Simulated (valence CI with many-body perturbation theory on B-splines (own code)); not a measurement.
Level structure of Mn XIX

Computed by valence CI with perturbative core correlation (CI+MBPT): five valence electrons over a frozen Dirac-Fock core [He], radial functions for each j: 11 s, 11 p, 10 d, 8 f, 5 g, 2 h, with the one-electron correlation potential Σ1 (screened to all orders), the two-electron term Σ2, the three-electron term Σ3, Breit, model QED; selected single and double excitations, second order for the rest, scaled by the run's own slope (own B-spline code, finite nucleus).

No measured spectrum was set against this ion. As an estimate, levels of excited configurations hold to 0.05 to 0.15 % of their energy, terms of the ground configuration to about 0.5 %. Among the levels kept, up to 5400 cm⁻¹ of a level comes from second order outside the variational space, and about a tenth of that is noise between levels of different J, which matters for small intervals.

Levels 181 to 204 of 204, with energies above the lowest level, 2s²2p³ ⁴S°_3/2. "Leading %" is the weight of the configuration and term that name the level; weights of strongly mixed levels are sums over their largest components and can fall short, so below about 35 % the name and the second component can differ from the true leading terms, or belong to a minority configuration. In the jj column 3d3/2^4 stands for four electrons in 3d with j = 3/2.

| No. | Configuration | Term | J | E (× 10³ cm⁻¹) | Leading % | g | Second component | Leading jj |
| --- | --- | --- | --- | --- | --- | --- | --- | --- |
| 181 | 2s2p³3d | ⁴D° | 7/2 | 7877.0 | 68 | 1.353 | 18 % 2s2p³3d ²F° | 2s 2p3/2^3 3d5/2 (36 %) |
| 182 | 2s2p³3d | ⁴D° | 5/2 | 7878.7 | 59 | 1.329 | 16 % 2s2p³3d ⁴P° | 2s 2p3/2^3 3d3/2 (26 %) |
| 183 | 2s2p³3p | ²P | 1/2 | 7882.9 | 89 | 0.789 | 7 % 2s2p³3p ²S | 2s 2p1/2 2p3/2^2 3p3/2 (59 %) |
| 184 | 2s2p³3d | ²D° | 3/2 | 7883.3 | 53 | 0.940 | 28 % 2s2p³3d ⁴D° | 2s 2p1/2 2p3/2^2 3d3/2 (36 %) |
| 185 | 2s2p³3d | ²F° | 5/2 | 7902.3 | 84 | 0.901 | 5 % 2s2p³3d ²D° | 2s 2p1/2 2p3/2^2 3d5/2 (60 %) |
| 186 | 2s2p³3d | ²F° | 7/2 | 7917.6 | 76 | 1.115 | 17 % 2s2p³3d ²G° | 2s 2p3/2^3 3d5/2 (28 %) |
| 187 | 2s2p³3d | ²D° | 5/2 | 7929.3 | 78 | 1.137 | 15 % 2s2p³3d ²F° | 2s 2p1/2 2p3/2^2 3d3/2 (28 %) |
| 188 | 2s2p³3p | ²D | 5/2 | 7936.4 | 85 | 1.239 | 10 % 2s2p³3p ⁴P | 2s 2p3/2^3 3p3/2 (57 %) |
| 189 | 2s2p³3p | ²P | 3/2 | 7945.3 | 78 | 1.268 | 14 % 2s2p³3p ²D | 2s 2p3/2^3 3p3/2 (59 %) |
| 190 | 2s2p³3d | ²P° | 1/2 | 7946.9 | 83 | 0.665 | 4 % 2s2p³3d ²S° | 2s 2p3/2^3 3d5/2 (34 %) |
| 191 | 2s2p³3p | ²P | 3/2 | 7947.3 | 57 | 1.138 | 34 % 2s2p³3p ²D | 2s 2p3/2^3 3p1/2 (59 %) |
| 192 | 2s2p³3p | ²S | 1/2 | 7949.6 | 49 | 1.491 | 39 % 2s2p³3p ²P | 2s 2p3/2^3 3p1/2 (48 %) |
| 193 | 2s2p³3d | ²P° | 3/2 | 7973.9 | 81 | 1.281 | 6 % 2s2p³3d ⁴D° | 2s 2p1/2 2p3/2^2 3d3/2 (33 %) |
| 194 | 2s2p³3p | ²P | 1/2 | 7999.6 | 60 | 1.179 | 35 % 2s2p³3p ²S | 2s 2p3/2^3 3p3/2 (65 %) |
| 195 | 2s2p³3d | ⁴D° | 5/2 | 8003.7 | 71 | 1.299 | 14 % 2s2p³3d ²D° | 2s 2p1/2 2p3/2^2 3d3/2 (45 %) |
| 196 | 2s2p³3d | ⁴D° | 3/2 | 8005.8 | 52 | 1.037 | 37 % 2s2p³3d ²D° | 2s 2p1/2 2p3/2^2 3d3/2 (60 %) |
| 197 | 2s2p³3d | ⁴D° | 7/2 | 8008.6 | 81 | 1.375 | 11 % 2s2p³3d ²F° | 2s 2p1/2 2p3/2^2 3d5/2 (61 %) |
| 198 | 2s2p³3d | ⁴D° | 1/2 | 8013.5 | 82 | 0.111 | 12 % 2s2p³3d ²P° | 2s 2p1/2 2p3/2^2 3d3/2 (63 %) |
| 199 | 2s2p³3d | ²D° | 3/2 | 8027.3 | 58 | 0.981 | 28 % 2s2p³3d ⁴D° | 2s 2p1/2 2p3/2^2 3d5/2 (48 %) |
| 200 | 2s2p³3d | ²D° | 5/2 | 8035.6 | 74 | 1.216 | 14 % 2s2p³3d ⁴D° | 2s 2p1/2 2p3/2^2 3d5/2 (57 %) |
| 201 | 2s2p³3d | ²G° | 9/2 | 8038.2 | 95 | 1.119 | 4 % 2s2p³3d ⁴F° | 2s 2p1/2 2p3/2^2 3d5/2 (72 %) |
| 202 | 2s2p³3d | ²G° | 7/2 | 8040.3 | 79 | 0.945 | 18 % 2s2p³3d ²F° | 2s 2p1/2 2p3/2^2 3d3/2 (39 %) |
| 203 | 2s2p³3d | ²F° | 7/2 | 8056.4 | 83 | 1.139 | 7 % 2s2p³3d ²G° | 2s 2p1/2 2p3/2^2 3d5/2 (45 %) |
| 204 | 2s2p³3d | ²F° | 5/2 | 8059.1 | 85 | 0.899 | 8 % 2s2p³3d ²D° | 2s 2p1/2 2p3/2^2 3d3/2 (55 %) |

Names give the largest LS component (configuration and term), which can be under half, so a name can repeat, a term be missing and a line seem to break the LS rules; names also repeat where a configuration has a term twice.

Where two levels of one J and parity lie close, their mixing, g and order are uncertain.
